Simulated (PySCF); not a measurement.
C₅H₈S. Atoms are numbered in the order given.

```xyz
14

C     -1.3630     2.1898     0.0367
C     -1.0663     1.0391    -0.2212
C     -0.7006    -0.3475    -0.4749
C     -1.3095    -1.3128     0.5457
S      1.1339    -0.5332    -0.6368
C      1.6822     0.0888     0.9725
H     -1.6309     3.2090     0.2440
H     -1.0453    -0.6238    -1.4880
H     -2.4080    -1.2306     0.5402
H     -1.0234    -2.3461     0.3021
H     -0.9617    -1.0796     1.5630
H      1.3044     1.1086     1.1457
H      2.7803     0.1205     0.9280
H      1.3846    -0.5713     1.8016
```

Geometry optimised at r2SCAN-D4/def2-SVP. The structure was generated by enumeration; whether it is a known compound was not checked. Other conformers were not sampled.

Computed with PBE/pcSseg-1 (PySCF).

GIAO shieldings, no solvent; atoms alike by connectivity are averaged. δ = σ(ref) − σ: ¹³C against TMS (σ = 182.0 ppm); ³³S against H2S (σ = 706.5 ppm); ¹H against TMS (σ = 31.49 ppm), references at their B3LYP-D3(BJ)/def2-TZVP geometries, non-relativistic.

Computed chemical shifts:
| nucleus | atoms | count | δ (ppm) |
|---|---|---|---|
| ¹³C | C2 | 1 | 87.8 |
| ¹³C | C1 | 1 | 77.6 |
| ¹³C | C3 | 1 | 40.3 |
| ¹³C | C4 | 1 | 25.8 |
| ¹³C | C6 | 1 | 16.3 |
| ³³S | S5 | 1 | 275.8 |
| ¹H | H8 | 1 | 3.75 |
| ¹H | H7 | 1 | 2.48 |
| ¹H | H12, H13, H14 | 3 | 2.46 |
| ¹H | H9, H10, H11 | 3 | 1.75 |
